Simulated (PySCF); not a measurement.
Gas-phase XPS of `C[S+](C)[AlH2-][CH2]Cl`, computed

C3H10AlClS.
Atom-mapped SMILES: `[CH3:1][S+:2]([CH3:3])[AlH2-:4][CH2:5][Cl:6]`

Cartesian coordinates in Å at the PBE0-D3(BJ)/def2-SVP level; atoms count from 1:
```xyz
16
C3H10AlClS angstrom
C     -0.963    1.573    0.544
S     -0.756   -0.171    0.959
C     -2.190   -0.895    0.138
Al     0.998   -0.839   -0.678
C      2.623    0.002    0.092
Cl     3.839   -0.434   -1.189
H     -0.982    1.705   -0.548
H     -0.096    2.104    0.960
H     -1.881    1.961    1.005
H     -3.114   -0.534    0.611
H     -2.111   -1.983    0.267
H     -2.179   -0.653   -0.935
H      0.330   -0.085   -1.927
H      0.839   -2.421   -0.526
H      2.640    1.099    0.175
H      2.996   -0.420    1.037
```

Computed, not measured: PySCF 2.14.0, delta-SCF UKS SCAN, pcX-2 on the ionised atom, pcseg-1 elsewhere, spin-free X2C. Each binding energy is the total energy of the core-ionised species, with the hole localised on one atom, minus that of the ground state; both are solved self-consistently, so orbital relaxation is included.

Q: Give the core binding energies atom by atom.

A: 
```tsv
atom(s)	bonded to	level	binding energy (eV)	2p1/2 (eV)	above the level's lowest (eV)	count
C1/C3	S and 3 H	C 1s	292.09	–	+1.43	2
S2	2 C and Al	S 1s	2478.42	–	0.00	1
Al4	S, C and 2 H	Al 1s	1565.57	–	0.00	1
C5	Cl, 2 H and Al	C 1s	290.66	–	0.00	1
Cl6	C	Cl 2p3/2	205.23	206.89	0.00	1
Cl6	C	Cl 1s	2827.83	–	0.00	1
```

The listed C 1s values span 1.43 eV, from C5 (bonded to Cl, 2 H and Al) to C1/C3 (bonded to S and 3 H). Summing the Pauling electronegativity differences to the bonded atoms, each weighted by its formal bond order, gives -1.03 for the lowest site and -1.02 for the highest.

Q: Express the binding energy of Cl 2p3/2 of Cl6 in atomic units and per mole.

A: 205.23 eV = 7.5421 Eh = 19802 kJ/mol.

Q: Which photon energy gives electrons from Cl 2p3/2 of Cl6 a kinetic energy of 150 eV, and what is their de Broglie wavelength?

A: hν = 205.23 + 150 = 355.23 eV, recoil neglected; λ = 12.264 Å/√(E/eV) = 1.00 Å.

Topologically equivalent atoms share the value of their first member; where this conformer doesn't relate them by symmetry, their own values could differ. Not every level is listed. Spin–orbit and ligand-field terms were added within each 2p shell after the spin-free SCF. 2p1/2 minus 2p3/2 (ligand field included): Cl 1.65 eV. The structure is a single PBE0-D3(BJ)/def2-SVP conformer in the gas phase; no vibrational or solvent corrections.
